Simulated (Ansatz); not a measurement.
Reaction (silylene formation by 1,1-elimination): `S[SiH](S)Cl` → HCl + `S[Si]S`

Computed with Ansatz on PBE0-D4/def2-TZVP structures; ΔE is electronic, products minus reactants. CCSD(T)/CBS adds triple-zeta CCSD(T) − MP2 to the extrapolated MP2 energy (def2 sets, frozen cores). This one scheme is used for every species. Functionals use def2-TZVPP. HSE06 is defined as in plane-wave codes. Each species was taken in one conformer, which may not be the lowest.

| level | ΔE (kcal/mol) |
| --- | --- |
| LDA (SPW92) | 54.3 |
| PBE-D4 | 49.8 |
| revPBE-D4 | 49.3 |
| HSE06-D4 | 53.9 |
| LC-ωPBE | 57.6 |
| MP2/def2-SVP | 53.0 |
| SCS-MP2/def2-QZVPP | 55.1 |
| MP2/CBS(def2) | 57.9 |

(1) What does CCSD(T)/CBS give? (Estimate.)

Largest T1 diagnostic among the species: 0.015.

Answers

(1) Ansatz gave: +53.2 kcal/mol. The listed levels differ from it by 1.1, -3.4, -3.9, 0.7, 4.4, -0.2, 1.9, 4.7 kcal/mol.

From BLYP to BHLYP (50 % exact exchange), in def2-TZVPP and without D4, ΔE moves by +10.2 kcal/mol. At CCSD(T), def2-SVP lies −5.2 kcal/mol from the extrapolated value and def2-TZVPP −1.9 kcal/mol.
